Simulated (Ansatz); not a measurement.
Calculated with Ansatz (gas phase, PBE0-D4/def2-TZVP geometries, no zero-point term in ΔE). CCSD(T)/CBS adds triple-zeta CCSD(T) − MP2 to the extrapolated MP2 energy (def2 sets, frozen cores). This one scheme is used for every species. DFT in def2-TZVPP. B3LYP here is the variant with VWN-RPA as its local correlation; programs differ in this. Elements past krypton have def2 core potentials. For I, Te outer-core shells are correlated without core-valence functions, which leaves a few kJ/mol of doubt a bond. One conformer a species, not always the lowest.

Consider the formal exchange of groups at a Te–C bond: `O[SiH2]C[TeH]` + `CI` → `[TeH]CI` + `C[SiH2]O`.

`O[SiH2]C[TeH]`:

Z-matrix (Å, degrees):
```
Si
C 1 1.870
O 1 1.644 2 110.5
H 1 1.490 2 107.4 3 -122.8
H 1 1.484 2 111.4 3 117.2
Te 2 2.154 1 109.7 3 55.1
H 2 1.093 1 110.9 3 -59.7
H 2 1.090 1 114.3 3 177.2
H 3 0.962 1 114.8 2 -48.2
H 6 1.659 2 93.4 1 55.2
```

`CI`:

Cartesian coordinates in Å:
```
C -0.116 0.056 0.188
I 0.972 -0.465 -1.566
H 0.317 0.968 0.586
H -1.152 0.207 -0.100
H -0.020 -0.765 0.892
```

`[TeH]CI`:

```xyz
6

Te   -0.802   -1.083    1.062
C     0.116    0.554    0.056
I    -0.367    0.817   -2.009
H     0.064   -2.208    0.209
H     1.195    0.462    0.113
H    -0.206    1.458    0.568
```

`C[SiH2]O`:

```xyz
9

C    -0.784    0.075   -0.870
Si    0.142    0.042    0.747
O     1.581   -0.760    0.639
H    -1.749    0.574   -0.743
H    -0.970   -0.939   -1.233
H    -0.228    0.617   -1.639
H    -0.631   -0.695    1.776
H     0.361    1.445    1.206
H     2.277   -0.359    0.117
```

```tsv
species	B3LYP-D4 energy (Eh)
`O[SiH2]C[TeH]`	-674.69071
`CI`	-337.73865
`[TeH]CI`	-605.84110
`C[SiH2]O`	-406.58189
```

(1) Work out ΔE.

Largest T1 diagnostic among the species: 0.011.

Results:

(1) ΔE = (-605.84110) + (-406.58189) − (-674.69071) − (-337.73865) = 0.00637 Eh = +16.7 kJ/mol. CCSD(T)/CBS gives +18.1 kJ/mol.

The D4 term adds +3.3 kJ/mol with B3LYP and +1.9 kJ/mol with PBE0; it sums over pairs of atoms, weighted by their polarisabilities, and B3LYP, whose exchange is more repulsive, gets the larger term.
